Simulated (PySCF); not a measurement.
**SMILES C1(P2(=N)CC2)CC1, C$_{5}$H$_{10}$NP**

Geometry:
```tsv
atom	x (Å)	y (Å)	z (Å)
N1	1.024	-1.616	-1.673
P2	0.690	-0.448	-0.696
C3	-1.100	-0.335	-0.539
C4	-1.750	0.650	0.381
C5	-1.752	-0.799	0.734
C6	1.517	1.157	-0.418
C7	1.544	0.169	0.795
H8	2.006	-1.764	-1.858
H9	-1.576	-0.586	-1.479
H10	-2.673	1.105	0.055
H11	-1.120	1.315	0.952
H12	-1.110	-1.130	1.538
H13	-2.675	-1.352	0.659
H14	0.958	2.071	-0.272
H15	2.472	1.333	-0.900
H16	2.516	-0.251	1.027
H17	1.022	0.493	1.685
```

Method: PySCF, GIAO PBE/pcSseg-1 magnetisability, rotational g tensor and spin-rotation constants, non-relativistic, gas phase. Geometry: GFN2-xTB.

Problem. How diamagnetic is it, and how anisotropic?

Solution. Isotropic -1431 × 10⁻³⁰ J/T², or -86.2 × 10⁻⁶ cm³/mol; principal values -1479, -1441, -1372 × 10⁻³⁰ J/T², anisotropy 94 × 10⁻³⁰ J/T² (root of half the summed squared differences of the principal values). The susceptibility is in cgs units.

Problem. Split it along the inertial axes a, b, c into diamagnetic and paramagnetic parts about the centre of mass, with the quadrupole moment.

Solution. 
| axis | χ (10⁻⁶ cm³/mol) | diamagnetic (10⁻⁶ cm³/mol) | paramagnetic (10⁻⁶ cm³/mol) | summed x² of all electrons (Å²) | quadrupole Θ (D Å) |
| --- | --- | --- | --- | --- | --- |
| a | -87.4 | -477.7 | 390.3 | 140.8 | +8.82 |
| b | -86.3 | -747.5 | 661.2 | 77.2 | -8.11 |
| c | -84.8 | -925.3 | 840.5 | 35.4 | -0.71 |

Anisotropies 2χaa − χbb − χcc = -3.7 and 2χbb − χaa − χcc = -0.5 × 10⁻⁶ cm³/mol. Θ is traceless in Buckingham's convention.

Problem. And the rotational g tensor?

Solution. 
```
axis  rotational constant (GHz)        g  nuclear part  electronic part
   a                     3.3993  -0.0122        0.6111          -0.6233
   b                     1.9262  +0.0011        0.5995          -0.5983
   c                     1.5011  -0.0033        0.5894          -0.5927
```
Asymmetric top; isotopes 12C, 1H, 14N, 31P; no vibrational averaging.
